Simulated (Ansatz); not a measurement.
`[F][Ti]([Cl])([Cl])[Cl]` + NH₃ → `[NH2][Ti]([Cl])([Cl])[Cl]` + H–F at 400 K and 1 bar (ligand exchange at a Ti–F bond).

Computed with Ansatz on PBE0-D4/def2-TZVP structures; ΔE is electronic, products minus reactants. CCSD(T)/CBS adds triple-zeta CCSD(T) − MP2 to the extrapolated MP2 energy (def2 sets, frozen cores). This one scheme is used for every species. For Ti outer-core shells are correlated without core-valence functions, which leaves a few kJ/mol of doubt a bond. Scalar relativity is left out up to krypton. One conformer a species, not always the lowest.

```json
{"species": "`[F][Ti]([Cl])([Cl])[Cl]`", "CCSD(T)/CBS energy (Eh)": "-2328.31134", "H − E (kJ/mol)": "48.0", "S (J/(mol·K))": "380.9"}
{"species": "NH₃", "CCSD(T)/CBS energy (Eh)": "-56.50880", "H − E (kJ/mol)": "104.2", "S (J/(mol·K))": "203.1"}
{"species": "`[NH2][Ti]([Cl])([Cl])[Cl]`", "CCSD(T)/CBS energy (Eh)": "-2284.39597", "H − E (kJ/mol)": "111.5", "S (J/(mol·K))": "425.7"}
{"species": "H–F", "CCSD(T)/CBS energy (Eh)": "-100.39570", "H − E (kJ/mol)": "36.5", "S (J/(mol·K))": "182.2"}
```

H − E and S are ideal-gas, rigid-rotor, harmonic terms from PBE0-D4/def2-TZVP, for one conformer and one mirror image of each species. 1 Eh = 2625.50 kJ/mol, R = 8.31446 J/(mol·K).

**Question.** By hand: ΔE, ΔH, ΔS and ΔG.

**Answer.** ΔE = (-2284.39597) + (-100.39570) − (-2328.31134) − (-56.50880) = 0.02847 Eh = 74.7 kJ/mol. Δ(H − E) = 111.5 + 36.5 − 48.0 − 104.2 = -4.2, so ΔH = 70.5 kJ/mol. ΔS = 425.7 + 182.2 − 380.9 − 203.1 = 23.9 J/(mol·K). ΔG = 70.5 − 400 × (23.9)/1000 = 60.9 kJ/mol.

**Question.** By hand: the equilibrium constant, and the temperature at which ΔG would vanish if ΔH and ΔS stayed fixed.

**Answer.** log₁₀ K = −ΔG/(RT ln 10) = -8.0. ΔG = 0 at ΔH/ΔS = 2950 K, far beyond where these terms or the molecules hold.

ΔH outweighs TΔS. A doubt of 5 kJ/mol in ΔE shifts log₁₀ K by 0.7 here. Other conformers and mirror images would add mixing entropy, several J/(mol·K) or more a flexible species. Modes under 60 cm⁻¹, often nearly free rotors, make the harmonic entropy too high. These are equilibria of isolated gas molecules and say nothing of rates. Largest T1 diagnostic: 0.025 (customary marks: 0.02 for closed shells, 0.045 for open ones).
